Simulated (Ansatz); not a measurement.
Basis-set series for BrCl$_{2}$FZr, SMILES `[F][Zr]([Cl])([Cl])[Br]`. Total charge 0; spin multiplicity 1. Zr takes the def2 core potential. All single points use the PBE0-D4/def2-TZVP geometry.

```tsv
functional	basis	functions	energy (Eh)	HOMO (eV)	LUMO (eV)
PBE0-D4	def2-SVP	113	-3640.40031	-9.21	-2.50
PBE0-D4	def2-QZVPP	367	-3641.24922	-9.22	-2.52
ωB97M-V	def2-SVP	113	-3640.81244	-11.32	-0.36
ωB97M-V	def2-QZVPP	367	-3641.65394	-11.38	-0.46
```

Give the rows for def2-TZVPP. (Best estimate.)

Ansatz gave: 
| functional | basis | functions | energy (Eh) | HOMO (eV) | LUMO (eV) |
| --- | --- | --- | --- | --- | --- |
| PBE0-D4 | def2-TZVPP | 219 | -3641.16129 | -9.22 | -2.53 |
| ωB97M-V | def2-TZVPP | 219 | -3641.56978 | -11.37 | -0.45 |

Scalar relativity is left out up to krypton.
